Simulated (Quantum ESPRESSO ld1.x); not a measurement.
Q: These are the eigenvalues of the occupied orbitals of an atom or ion with whole-number occupations (Ry). Method: Dirac Kohn-Sham, PW91, spin-unpolarised, spherical densities, point nucleus; computed with ld1.x of Quantum ESPRESSO 7.5.

1s1/2: -1698.04
2s1/2: -250.793
2p1/2: -232.623
2p3/2: -221.990
3s1/2: -49.2302
3p1/2: -42.1208
3p3/2: -40.2888
3d3/2: -27.7036
3d5/2: -27.3419
4s1/2: -11.2194
4p1/2: -8.99827
4p3/2: -8.68667
4d3/2: -5.22574

Which element is it, and in what charge state? The configuration may be excited. Open shells, if any, fill j = l - 1/2 first.

A: Z = 45, rhodium, charge +5: Rh5+ in [Kr] 4d4. The list shows which subshells hold electrons but not how many an open one holds; the 1s level, -849.02 hartree, gives Z - s = 41.2 by -(Z - s)^2/2, which with screening and relativity narrows Z to a few neighbours, and the depths of the outer levels then fix element, charge and occupations together.
